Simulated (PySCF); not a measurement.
**Molecular orbitals of InF**

PBE0 at R = 2.003 Å; PySCF, spin-free X2C with a Gaussian nucleus, basis sets In x2c-TZVPPall, F x2c-TZVPPall. State: ³Π (triplet), unpaired electrons σ ↑, π ↑, a second solution, started from another occupation. Only the outer orbitals are listed, counted within each symmetry.

| spin | orbital | occ. | ε (eV) | on In (%) | main shells (%) |
| --- | --- | --- | --- | --- | --- |
| α | 12σ | 1 | -12.71 | 32 | 66 F p, 29 In s |
| α | 6π | 1 | -10.81 | 4 | 96 F p |
| α | 6π | 1 | -10.75 | 4 | 96 F p |
| α | 13σ | 1 | -9.31 | 79 | 66 In s, 22 F p, 12 In p |
| α | 7π | 1 | -4.17 | 98 | 96 In p |
| α | 7π | 0 | -2.45 | 98 | 97 In p |
| α | 14σ | 0 | -0.58 | 100 | 84 In p, 10 In d |
| α | 15σ | 0 | 3.48 | 100 | 81 In s, 10 In d, 9 In p |
| β | 12σ | 1 | -11.27 | 30 | 68 F p, 26 In s |
| β | 6π | 1 | -10.55 | 4 | 96 F p |
| β | 6π | 1 | -10.43 | 4 | 96 F p |
| β | 13σ | 0 | -5.63 | 83 | 73 In s, 18 F p, 9 In p |
| β | 7π | 0 | -1.35 | 99 | 98 In p |
| β | 7π | 0 | -0.76 | 99 | 98 In p |

Q: Which are the highest filled and the lowest empty level, where do they sit, and how wide is the gap?

A: Highest filled α 7π at -4.17 eV (in %: 96 In p); lowest empty β 13σ at -5.63 eV (in %: 73 In s, 18 F p, 9 In p); the gap at PBE0 is -1.46 eV.

The bond order (Mayer) is 0.88, the ⟨S²⟩ is 2.004 and the charge on In (Mulliken, basis-dependent) is 0.41. The charge on In (Löwdin, basis-dependent) is 0.27 and the dipole moment (positive dipole means In(−)F(+)) is -2.90 D.

Spin–orbit coupling is left out. Counting both spins, an empty level lies below a filled one in this solution, because spin and occupation are held.
